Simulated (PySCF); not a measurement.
Compound: C8H11NS.
Geometry (PBE0-D3(BJ)/def2-SVP, Å), atoms numbered from 1 in this order:
```
atom  x, y, z in Å
C1     3.2902    0.9934   -0.4240
C2     1.9882    0.8845   -0.8305
C3     1.2096    0.0342    0.0274
N4    -0.1183   -0.2280   -0.1718
C5    -0.8668    0.2184   -1.3247
C6    -2.1653   -0.5793   -1.2291
C7    -2.3303   -0.8021    0.2721
C8    -0.8971   -1.0227    0.7447
C9     1.9740   -0.4728    1.0658
S10    3.6019    0.0844    0.9918
H11    4.0823    1.5777   -0.8903
H12    1.5891    1.3996   -1.7042
H13   -0.3251    0.0125   -2.2647
H14   -1.0578    1.3108   -1.2945
H15   -3.0180   -0.0610   -1.6906
H16   -2.0466   -1.5471   -1.7430
H17   -2.7446    0.1032    0.7452
H18   -2.9963   -1.6411    0.5195
H19   -0.7404   -0.6933    1.7877
H20   -0.6114   -2.0949    0.7010
H21    1.6632   -1.1510    1.8566
```

All values: PBE0/pcSseg-1 (PySCF, non-relativistic), on one gas-phase PBE0-D3(BJ)/def2-SVP geometry that isn't relaxed in the solvent. The solvent is an IEF-PCM continuum (van der Waals radii × 1.2). Specific hydrogen bonds and non-electrostatic terms are outside this model.

| run | E − E(gas) (kJ/mol) | HOMO (eV) | HOMO–LUMO gap (eV) | dipole (D) |
| --- | --- | --- | --- | --- |
| gas | 0.00 | -5.22 | 5.20 | 2.54 |
| P | -13.16 | -5.26 | 5.12 | 3.12 |
| Q | -7.06 | -5.23 | 5.15 | 2.87 |

Question: The runs were made in chloroform and cyclohexane. Which run belongs to which solvent?

Answer: P = chloroform, Q = cyclohexane. The dielectric constants are 2.017 (cyclohexane), 4.711 (chloroform), and the energy falls further as ε rises. In this model the ground state sees the solvent through ε alone.

Question: How constant is the ratio of the lowering to (ε − 1)/(2ε + 1)?

Answer: 
```
    solvent  (ε − 1)/(2ε + 1)  E − E(gas) (kJ/mol)  ratio (kJ/mol)  polarisation term (kJ/mol)
cyclohexane             0.202                -7.06           -35.0                       -7.44
 chloroform             0.356               -13.16           -37.0                      -14.47
```

The ratio changes by +5.7 % in size from cyclohexane to chloroform. The polarisation term is half the interaction of the solute with the induced surface charges.
